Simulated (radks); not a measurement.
Valence configurations of F I (all share [He]). Calculated with a radial shooting solver on a logarithmic mesh with Libxc functionals: Dirac Kohn-Sham, PBE, spin-unpolarised, spherical densities, finite nucleus; open shells are shared between the two j in proportion to 2j + 1; Fermi nuclear charge, rms radius 2.8976 fm. Energies are relative to 2s2 2p5; eigenvalues in eV.

| valence | E (eV) | e(2p1/2) | e(2p3/2) | e(2s1/2) |
|---|---|---|---|---|
| 2s2 2p5 | 0.000 | -11.153 | -11.089 | -29.899 |
| 2s1.5 2p5.5 | 9.400 | -11.370 | -11.307 | -30.141 |
| 2s1 2p6 | 18.813 | -11.582 | -11.518 | -30.378 |

NIST lists [He] 2s2 2p5 as the ground configuration; this level of theory agrees among the configurations tried. The energies are those of spherical spin-averaged densities, not of single terms.
